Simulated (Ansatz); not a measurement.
(BN)n off (charge -1): PBE0-D4/def2-TZVPD single points in Ansatz on relaxed structures, gas phase. Each cluster is the lowest isomer that a short search found in that spin, judged at the geometry's level, and lower ones may exist. HOMO and LUMO are taken over both spins. Singlets are spin-restricted. The spins of the ions were chosen, not always searched. The structures are stationary points that may keep the symmetry of their start. Remarks come from the PBE and PBE0 runs and from stability tests at other levels; not every state was tested. A HOMO above zero means that the electron is unbound at that level and held by the basis, or that self-interaction error raises the level; the energy of removing that electron tells which. HOMO above LUMO (over both spins in singlets and doublets, within one spin in higher multiplets; at PBE or PBE0), or a gap under 0.15 eV within one spin, warns that the state may not be the lowest or that an electron is smeared out.

```csv
species,atoms,state,geometry,HOMO (eV),vertical IE (eV),lowest of the spins relaxed,point group (within 0.1 Å),remarks
B2N2⁻,4,doublet; oxidised ion triplet,PBE0-D4/def2-TZVPD,-1.46,3.31,"doublet, of doublet/quartet",C∞v,"gap within one spin near zero, HOMO above zero (quartet)"
B5N6⁻,11,singlet,B3LYP-D4/def2-SVPD,-1.20,2.96,–,C2v,–
```

(1) Estimate the rows for BN2⁻ (singlet, PBE0-D4/def2-TZVPD geometry).

(1) 
```
species  atoms    state            geometry  HOMO (eV)  vertical IE (eV)          lowest of the spins relaxed  point group (within 0.1 Å)                                                                               remarks
   BN2⁻      3  singlet  PBE0-D4/def2-TZVPD       0.15              1.87  singlet, of singlet/triplet/quintet                         C2v  HOMO above zero at PBE or PBE0, HOMO above zero (triplet), HOMO above zero (quintet)
```

The vertical IE (eV) runs from 1.87 (BN2⁻) to 3.31 (B2N2⁻).
